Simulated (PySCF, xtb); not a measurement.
C4H5NS, SMILES Cc1cscn1.

GFN2-xTB (xtb 6.7.1) at its own geometry gives an orbital gap of 3.71 eV and a dipole moment of 1.13 D.

The structure is a stationary point at PBE-D3(BJ)/def2-SVP.

What does PBE/def2-TZVP (PySCF) give? (The exact figures need the calculation; the answer reports its results.)

gap 4.21 eV (levels -5.91 and -1.70 eV), dipole 1.22 D.
